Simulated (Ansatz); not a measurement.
`C#[C][Ge]([CH3])([F])[F]` + HBr → `[CH3][Ge]([F])([F])[Br]` + `C#C`  (ligand exchange at a Ge–C bond)

Calculated with Ansatz (gas phase, PBE0-D4/def2-TZVP geometries, no zero-point term in ΔE). CCSD(T)/CBS is the MP2 limit (def2-TZVPP, def2-QZVPP) plus CCSD(T) − MP2 in def2-TZVPP, frozen cores. This one scheme is used for every species. DFT in def2-TZVPP. B3LYP here is the variant with VWN-RPA as its local correlation; programs differ in this. For Br, Ge outer-core shells are correlated without core-valence functions, which leaves a few kJ/mol of doubt a bond. Scalar relativity is left out up to krypton.

```
          level  ΔE (kcal/mol)  difference from CCSD(T)/CBS
      revPBE-D4          -16.0                         -0.8
      r2SCAN-D4          -16.6                         -1.4
   CAM-B3LYP-D4          -15.6                         -0.4
         B2PLYP          -15.5                         -0.3
            PBE          -16.2                         -1.0
         revPBE          -16.2                         -1.0
          B3LYP          -16.2                         -1.0
          BHLYP          -16.3                         -1.1
CCSD/def2-TZVPP          -13.9                          1.3
  HF/def2-QZVPP          -16.5                         -1.3
    CCSD(T)/CBS          -15.2                            0
```

Largest T1 diagnostic among the species: 0.013.

At CCSD(T), def2-SVP lies +2.2 kcal/mol from the extrapolated value and def2-TZVPP +1.6 kcal/mol. Leaving LDA and LC-ωPBE aside and taking each functional with its dispersion term where it has one, the values, not all of them listed here, spread over 1.2 kcal/mol, from BHLYP-D4 to B2PLYP.

CCSD(T)/CBS has its own doubt, a few kJ/mol and more with outer-core shells, so smaller differences from it don't rank the levels.
